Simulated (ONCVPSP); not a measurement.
Before and after: ONCV potential for oxygen (O)

ONCVPSP 4.0.1 input, shortened (lines: element, Z, core and valence counts, functional; n l f; lmax; l rc ep ncon nbas qcut; lloc lpopt rc5 dvloc0; l nproj debl; icmod fcfact rcfact), LDA (Perdew-Zunger), scalar-relativistic:

```
  O 8.00    1    2        3      upf
    1    0    2.00
    2    0    1.75
    2    1    4.25
    1
    0    0.95    0.00    3    6    8.70
    1    1.50    0.00    5    8    9.20
    4    5    0.85    0.00
    0    3    1.40
    1    1    0.50
    0    0.00    0.00
```

Change: all radii scaled by about 0.79 (s 0.76, p 1.18 bohr); local potential polynomial inside 0.68 bohr (lpopt 5, dvloc0 0 Ha).

Cutoffs: the cutoffs (Ha) at which the residual kinetic energy of the hardest occupied pseudo-wave falls to 1 and 0.1 mHa per electron; they do not see the model core or the augmentation charge, which bear on the density cutoff. Errors are all-electron minus pseudo energies relative to the spin-unpolarised reference configuration.

Predict the effect on cutoff, ghosts and configuration errors.

The potential gets harder (32 Ha and 54 Ha → 41 Ha and 137 Ha); a bound ghost appears in s, which as a rule spoils a file; of the 4 tests that both files solve, the error grows in 0 and shrinks in 4 by more than 15 % and 0.3 meV (median size 17.2 → 7.3 meV). A smaller radius makes the pseudo-wave follow the all-electron one further in, where it bends more sharply, so more plane waves are needed. Less of the atom is replaced, so other configurations are described better.

```tsv
quantity	base	changed
cutoff, loose	32 Ha	41 Ha
cutoff, tight	54 Ha	137 Ha
loose cutoff by channel	s 31 Ha, p 32 Ha	s 39 Ha, p 41 Ha
bound ghosts	none	s
GHOST(+) flags under 300 eV	none	none
error for 2s2 2p4, meV [ΔE -3.64 eV]	+1.1	+0.8
error for 2s2 2p3, meV [ΔE 12.94 eV]	+27	+11
error for 2s2 2p2, meV [ΔE 46.65 eV]	+176	+80
error for 2s2 2p3.5, meV [ΔE 2.73 eV]	+7.6	+3.3
```

 A true bound ghost makes a file unfit for plane-wave use even where its test errors are small: the radial tests pick states by their node count and pass the ghost by.
